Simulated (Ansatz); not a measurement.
Geometry optimisation, RKS PBE0-D4/def2-SVP (Ansatz).

The input (input.yaml):

```yaml
crystal:
  periodic: [false, false, false]
  atoms:
    - { symbol: Ti, position_ang: [0.541357, 0.360137, -0.289778] }
    - { symbol: Cl, position_ang: [-1.386977, 0.305386, 2.720833] }
    - { symbol: O, position_ang: [1.663024, 0.188793, -1.662426] }
    - { symbol: H, position_ang: [1.889328, -0.581575, -2.192269] }
    - { symbol: "N", position_ang: [-0.883866, 1.448469, -0.780954] }
    - { symbol: H, position_ang: [-1.81444, 1.401946, -0.368762] }
    - { symbol: H, position_ang: [-0.834416, 2.169287, -1.497856] }
    - { symbol: O, position_ang: [-0.064504, -1.218973, 0.248009] }
    - { symbol: H, position_ang: [-0.537545, -1.350796, 1.081263] }
    - { symbol: O, position_ang: [1.43729, 1.204517, 1.141143] }
    - { symbol: H, position_ang: [2.367969, 1.001021, 1.3003] }
    - { symbol: H, position_ang: [-0.18502, 0.868088, 2.583798] }
basis:
  gaussian: { orbitals: def2-SVP }
hamiltonian:
  xc: pbe0
  dispersion: d4
relax:
  f_tol: 0.03
  max_steps: 50
```

Command:

```bash
$ ansatz run input.yaml --threads 4 --pin off --max-ram 5120MiB --backend cpu --events-out ev --progress --plain --runs-dir out
```

Problem. Where does it end, and by what steps?

Solution. The forces met the threshold. After 9 steps the energy has fallen by 0.212 eV; H12 moved furthest, 0.43 Å.

| step | energy less start (eV) | largest force component (eV/Å) | accepted |
| --- | --- | --- | --- |
| 0 | 0.0000 | 0.834 | yes |
| 1 | -0.1085 | 0.831 | yes |
| 2 | -0.1838 | 0.371 | yes |
| 3 | -0.1984 | 0.141 | yes |
| 4 | -0.2054 | 0.235 | yes |
| 5 | -0.2045 | 0.347 | no |
| 6 | -0.2093 | 0.350 | yes |
| 7 | -0.2072 | 0.111 | no |
| 8 | -0.2121 | 0.048 | yes |
| 9 | -0.2122 | 0.011 | yes |

```xyz
12
Properties=species:S:1:pos:R:3
Ti 0.488 0.352 -0.327
Cl -1.050 0.382 2.846
O 1.678 0.223 -1.635
H 2.049 -0.518 -2.122
N -0.920 1.445 -0.830
H -1.787 1.486 -0.300
H -0.947 2.077 -1.625
O -0.116 -1.219 0.222
H -0.617 -1.304 1.049
O 1.217 1.116 1.219
H 2.107 0.926 1.536
H 0.089 0.830 2.251
```

Whether the end is a true minimum wasn't checked by a vibrational analysis.

Time of the run: 30 s on 4 threads of Arm Neoverse V2, on a shared host, peak memory 0.43 GiB.
